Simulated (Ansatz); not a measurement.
Dissociation curve of CBe, lowest singlet found (which spin is the ground state isn't settled by this scan).

Levels: RHF/aug-cc-pVDZ (Ansatz, a quantum-chemistry and plane-wave program); RMP2 = MP2 on RHF/aug-cc-pVDZ, frozen core (Ansatz); RCCSD = CCSD on RHF/aug-cc-pVDZ, frozen core in Ansatz; RCCSD(T) = CCSD(T) on RHF/aug-cc-pVDZ, frozen core run with Ansatz; RCCSDT = CCSDT on RHF/aug-cc-pVDZ, frozen core (Ansatz); RCCSDT(Q) = CCSDT(Q) on RHF/aug-cc-pVDZ, frozen core run with Ansatz; RKS-B3LYP = restricted B3LYP/aug-cc-pVDZ (Ansatz); RKS-PBE = restricted PBE/aug-cc-pVDZ in Ansatz; FCI = full CI/aug-cc-pVDZ, frozen core run with Ansatz.

All curves are set to zero at 1.70 Å and compared with full CI in the same basis at 1.70, 1.73, 1.78, 1.87, 1.95, 2.04 Å.

Q: Order the methods by the spread of their error (largest minus smallest) over these points.

A: RCCSDT has the smallest spread and RMP2 the largest. In order (eV): RCCSDT 0.0165, RCCSDT(Q) 0.0352, RCCSD 0.0578, RCCSD(T) 0.0811, RHF 0.1026, RKS-PBE 0.1037, RKS-B3LYP 0.1464, RMP2 0.4007.

Errors against full CI at some of the points (eV):

| method | 2.04 Å |
|---|---|
| RCCSDT | -0.017 |
| RCCSDT(Q) | -0.033 |
| RCCSD | -0.058 |
| RCCSD(T) | -0.072 |
| RHF | -0.047 |
| RKS-PBE | 0.104 |
| RKS-B3LYP | 0.146 |
| RMP2 | 0.401 |

The scan ran from 1.24 to 5.83 Å; beyond the distances shown full CI changes its symmetry label. The restricted form behind RHF, RMP2, RKS-B3LYP, RKS-PBE keeps the bonding electrons paired and can't separate into open-shell fragments. The T1 diagnostic of CCSD on the restricted reference of RMP2, RCCSD, RCCSD(T), RCCSDT, RCCSDT(Q) exceeds 0.045 at 1.35 to 2.04 Å. At the minimum RCCSD lies far from FCI: another state is possible. Also computed but left out beside FCI, since their determinant holds another spin at the minimum (<S²> over 0.7 above the pure value): UHF, UMP2, UCCSD, UCCSD(T), UKS-B3LYP, UKS-PBE, UKS-B3LYP/6-31G*, UHF/STO-3G, UKS-LDA (SVWN5)/6-31G*, UHF/6-31G*.
